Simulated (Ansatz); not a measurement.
One change: `C#[C][Al]([CH3])[NH]C` becomes `C#[C][Al]([CH3])[C]#C`.

Ansatz, PBE0-D4/def2-TZVP geometries, multiplicity 1. Each molecule was computed in one conformer, which needn't be the lowest.

```csv
property,`C#[C][Al]([CH3])[NH]C`
size of the dipole moment (ωB97M-V/def2-TZVPP) / D,0.66
HOMO energy (PBE0/def2-TZVPP) / eV,-6.72
HOMO energy (B3LYP/def2-TZVPP) / eV,-6.51
HOMO–LUMO gap (B3LYP/def2-TZVPP) / eV,5.77
HOMO–LUMO gap (ωB97M-V/def2-TZVPP) / eV,10.26
LUMO energy (PBE0/def2-TZVPP) / eV,-0.54
```

Task: What does the change do to each property? (Best estimate.)

Result: Computed: 
| property | `C#[C][Al]([CH3])[C]#C` | shift |
| --- | --- | --- |
| size of the dipole moment (ωB97M-V/def2-TZVPP) / D | 0.24 | -0.42 |
| HOMO energy (PBE0/def2-TZVPP) / eV | -8.03 | -1.31 |
| HOMO energy (B3LYP/def2-TZVPP) / eV | -7.77 | -1.26 |
| HOMO–LUMO gap (B3LYP/def2-TZVPP) / eV | 5.98 | 0.21 |
| HOMO–LUMO gap (ωB97M-V/def2-TZVPP) / eV | 10.46 | 0.20 |
| LUMO energy (PBE0/def2-TZVPP) / eV | -1.59 | -1.05 |

With PBE0 the HOMO falls by 1.31 eV and the LUMO falls by 1.05 eV, so the gap widens by about 0.26 eV. PBE moves the HOMO by -1.38 eV and ωB97M-V by -1.25 eV. Dipoles are sizes alone; their direction can turn.

B3LYP here is the variant with VWN-RPA as its local correlation; programs differ in this.
